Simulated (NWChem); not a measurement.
System: CH$_{3}$ClF$_{2}$Si; SMILES FC[Si@@H](F)Cl

Parts of the log:

```
             Northwest Computational Chemistry Package (NWChem) 7.3.0
             --------------------------------------------------------

 C1  symmetry detected

                             Geometry "geometry" -> ""
                             -------------------------

 Output coordinates in angstroms (scale by  1.889725989 to convert to a.u.)

  No.       Tag          Charge          X              Y              Z
 ---- ---------------- ---------- -------------- -------------- --------------
    1 F                    9.0000     0.91896342     1.89323353    -0.52487920
    2 C                    6.0000     0.02266087     1.61385823     0.48570094
    3 Si                  14.0000    -0.53171617    -0.22284458     0.44693493
    4 F                    9.0000    -1.70516149    -0.31304326    -0.65089292
    5 Cl                  17.0000     0.93294149    -1.43396125    -0.12030933
    6 H                    1.0000     0.52450053     1.87965099     1.41965698
    7 H                    1.0000    -0.82116819     2.29460387     0.34418263
    8 H                    1.0000    -1.17949384    -0.58195127     1.69207336

 Effective nuclear repulsion energy (a.u.)     301.4355143188

                                Z-matrix (autoz)
                                --------

 Units are Angstrom for bonds and degrees for angles

      Type          Name      I     J     K     L     M      Value
      ----------- --------  ----- ----- ----- ----- ----- ----------
    1 Stretch                  1     2                       1.37938
    2 Stretch                  2     3                       1.91894
    3 Stretch                  2     6                       1.09305
    4 Stretch                  2     7                       1.09338
    5 Stretch                  3     4                       1.60945
    6 Stretch                  3     5                       1.98338
    7 Stretch                  3     8                       1.44877
    8 Bend                     1     2     3               111.51716
    9 Bend                     1     2     6               106.16588
   10 Bend                     1     2     7               106.29321
   11 Bend                     2     3     4               106.14421
   12 Bend                     2     3     5               112.14189
   13 Bend                     2     3     8               110.42970
   14 Bend                     3     2     6               112.49761
   15 Bend                     3     2     7               111.73714
   16 Bend                     4     3     5               108.00544
   17 Bend                     4     3     8               104.26171
   18 Bend                     5     3     8               115.12703
   19 Bend                     6     2     7               108.27177
   20 Torsion                  1     2     3     4         -82.50158
   21 Torsion                  1     2     3     5          35.22205
   22 Torsion                  1     2     3     8         165.07158
   23 Torsion                  4     3     2     6         158.34065
   24 Torsion                  4     3     2     7          36.30441
   25 Torsion                  5     3     2     6         -83.93572
   26 Torsion                  5     3     2     7         154.02804
   27 Torsion                  6     2     3     8          45.91381
   28 Torsion                  7     2     3     8         -76.12243

                           NWChem Geometry Optimization
                           ----------------------------

 maximum gradient threshold         (gmax) =   0.000450
 rms gradient threshold             (grms) =   0.000300
 maximum cartesian step threshold   (xmax) =   0.001800
 rms cartesian step threshold       (xrms) =   0.001200
 fixed trust radius                (trust) =   0.300000
 source of zmatrix                         =   autoz

[...]

      ----------------------
      Optimization converged
      ----------------------

  Step       Energy      Delta E   Gmax     Grms     Xrms     Xmax
  ---- ---------------- -------- -------- -------- -------- --------
@   12    -988.45302656 -2.1D-08  0.00002  0.00001  0.00025  0.00054
                                     ok       ok       ok       ok

                                Z-matrix (autoz)
                                --------

 Units are Angstrom for bonds and degrees for angles

      Type          Name      I     J     K     L     M      Value     Gradient
      ----------- --------  ----- ----- ----- ----- ----- ---------- ----------
    1 Stretch                  1     2                       1.37266   -0.00001
    2 Stretch                  2     3                       1.88264    0.00001
    3 Stretch                  2     6                       1.10606   -0.00001
    4 Stretch                  2     7                       1.10640   -0.00000
    5 Stretch                  3     4                       1.61720    0.00001
    6 Stretch                  3     5                       2.04773   -0.00002
    7 Stretch                  3     8                       1.48311   -0.00001
    8 Bend                     1     2     3               111.57565    0.00001
    9 Bend                     1     2     6               109.65532    0.00000
   10 Bend                     1     2     7               109.57537    0.00000
   11 Bend                     2     3     4               109.47054   -0.00000
   12 Bend                     2     3     5               109.88423    0.00001
   13 Bend                     2     3     8               111.16954   -0.00000
   14 Bend                     3     2     6               109.50585   -0.00001
   15 Bend                     3     2     7               109.45543   -0.00001
   16 Bend                     4     3     5               108.10798   -0.00001
   17 Bend                     4     3     8               108.15822    0.00000
   18 Bend                     5     3     8               109.97960    0.00000
   19 Bend                     6     2     7               106.96131    0.00001
   20 Torsion                  1     2     3     4         -64.23604    0.00000
   21 Torsion                  1     2     3     5          54.34692   -0.00000
   22 Torsion                  1     2     3     8         176.33272    0.00000
   23 Torsion                  4     3     2     6         174.17616   -0.00000
   24 Torsion                  4     3     2     7          57.21667    0.00000
   25 Torsion                  5     3     2     6         -67.24089   -0.00000
   26 Torsion                  5     3     2     7         175.79962   -0.00000
   27 Torsion                  6     2     3     8          54.74491   -0.00000
   28 Torsion                  7     2     3     8         -62.21458    0.00000

[...]

 Rotational Constants
 --------------------
 A=   0.121766 cm-1  (  0.175190 K)
 B=   0.076899 cm-1  (  0.110637 K)
 C=   0.056939 cm-1  (  0.081921 K)

 Temperature                      =   298.15K
 frequency scaling parameter      =   1.0000

 Zero-Point correction to Energy  =   27.429 kcal/mol  (  0.043711 au)
 Thermal correction to Energy     =   31.394 kcal/mol  (  0.050029 au)
 Thermal correction to Enthalpy   =   31.986 kcal/mol  (  0.050973 au)

 Total Entropy                    =   81.487 cal/mol-K
   - Translational                =   40.142 cal/mol-K (mol. weight = 115.9661)
   - Rotational                   =   27.493 cal/mol-K (symmetry #  =        1)
   - Vibrational                  =   13.852 cal/mol-K

 Cv (constant volume heat capacity) =   19.989 cal/mol-K
   - Translational                  =    2.979 cal/mol-K
   - Rotational                     =    2.979 cal/mol-K
   - Vibrational                    =   14.031 cal/mol-K

[normal modes left out]

 ----------------------------------------------------------------------------
 Normal Eigenvalue ||           Projected Infra Red Intensities
  Mode   [cm**-1]  || [atomic units] [(debye/angs)**2] [(KM/mol)] [arbitrary]
 ------ ---------- || -------------- ----------------- ---------- -----------
    1       -0.000 ||    0.001154           0.027         1.125       0.345
    2       -0.000 ||    0.000003           0.000         0.003       0.001
    3       -0.000 ||    0.001163           0.027         1.134       0.348
    4       -0.000 ||    0.000043           0.001         0.042       0.013
    5        0.000 ||    0.000760           0.018         0.741       0.227
    6        0.000 ||    0.000541           0.012         0.527       0.162
    7       65.738 ||    0.003200           0.074         3.119       0.956
    8      126.374 ||    0.002578           0.059         2.513       0.770
    9      194.406 ||    0.000371           0.009         0.361       0.111
   10      248.822 ||    0.013356           0.308        13.020       3.991
   11      427.580 ||    0.053412           1.232        52.068      15.961
   12      549.653 ||    0.068930           1.590        67.196      20.598
   13      646.513 ||    0.009420           0.217         9.183       2.815
   14      725.519 ||    0.006882           0.159         6.708       2.056
   15      839.004 ||    0.036622           0.845        35.701      10.944
   16      855.485 ||    0.188423           4.347       183.684      56.306
   17      945.379 ||    0.196024           4.522       191.094      58.577
   18     1123.223 ||    0.069773           1.610        68.018      20.850
   19     1249.027 ||    0.006120           0.141         5.966       1.829
   20     1322.043 ||    0.004156           0.096         4.051       1.242
   21     1448.566 ||    0.006921           0.160         6.747       2.068
   22     2291.367 ||    0.109751           2.532       106.991      32.797
   23     3038.262 ||    0.012304           0.284        11.995       3.677
   24     3099.211 ||    0.011234           0.259        10.951       3.357
 ----------------------------------------------------------------------------
```

Level: PBE0/def2-SVP. 

Problem. Reconstruct the input file.

Solution. Several could match; the one computed here: the input that was run:
```
start job
memory heap 200 mb stack 900 mb global 1100 mb
geometry units angstroms
  F     -2.085305     0.468750    -0.444420
  C     -1.589025    -0.196888     0.657085
  Si     0.312906    -0.425139     0.543622
  F      0.553763    -1.722256    -0.378230
  Cl     1.200538     1.119698    -0.327802
  H     -1.888459     0.391172     1.528456
  H     -2.110501    -1.157120     0.695903
  H      0.855287    -0.798684     1.834060
end
basis spherical
  * library def2-svp
end
dft
  xc pbe0
  iterations 150
end
driver
  maxiter 120
end
task dft optimize
task dft freq
```
